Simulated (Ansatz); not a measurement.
Relaxation of Cl3F2H2Ta (8 atoms, charge 0, multiplicity 1), to a largest force component of 0.03 eV/Å in at most 50 steps.

All numbers below come from RKS PBE/def2-SVP (Ansatz).

```xyz
8
Properties=species:S:1:pos:R:3:forces:R:3
Ta -0.103 -0.157 0.083 0.59 -0.13 -0.02
F 1.787 -0.288 0.306 -0.66 -0.18 -0.13
Cl -0.293 -0.599 2.377 -0.02 0.02 -0.02
Cl 0.303 0.193 -2.200 0.02 -0.01 0.01
Cl -1.455 1.706 0.199 0.02 -0.02 0.06
F -1.077 -1.692 -0.320 0.01 0.01 0.04
H 1.399 2.349 0.777 -1.13 1.47 0.13
H 1.861 1.795 0.733 1.17 -1.17 -0.07
```

Q: Where does it end, and by what steps?

A: It converged. After 8 steps the energy has fallen by 0.152 eV; H8 moved furthest, 0.69 Å.

```json
{"step": "0", "energy less start (eV)": "0.0000", "largest force component (eV/Å)": "1.473", "accepted": "yes"}
{"step": "1", "energy less start (eV)": "-0.0974", "largest force component (eV/Å)": "0.184", "accepted": "yes"}
{"step": "2", "energy less start (eV)": "-0.1195", "largest force component (eV/Å)": "0.137", "accepted": "yes"}
{"step": "3", "energy less start (eV)": "-0.1341", "largest force component (eV/Å)": "0.129", "accepted": "yes"}
{"step": "4", "energy less start (eV)": "-0.1428", "largest force component (eV/Å)": "0.099", "accepted": "yes"}
{"step": "5", "energy less start (eV)": "-0.1477", "largest force component (eV/Å)": "0.094", "accepted": "yes"}
{"step": "6", "energy less start (eV)": "-0.1501", "largest force component (eV/Å)": "0.125", "accepted": "yes"}
{"step": "7", "energy less start (eV)": "-0.1506", "largest force component (eV/Å)": "0.132", "accepted": "yes"}
{"step": "8", "energy less start (eV)": "-0.1518", "largest force component (eV/Å)": "0.014", "accepted": "yes"}
```

```xyz
8
Properties=species:S:1:pos:R:3
Ta -0.242 -0.357 0.022
F 1.612 -0.296 0.285
Cl -0.454 -0.925 2.286
Cl 0.165 -0.125 -2.275
Cl -1.394 1.612 0.211
F -1.273 -1.867 -0.382
H 1.752 2.923 0.925
H 2.254 2.343 0.884
```

Run time: 20 s on 4 threads of Arm Neoverse V1, with other jobs on the host, peak memory 0.2 GiB.
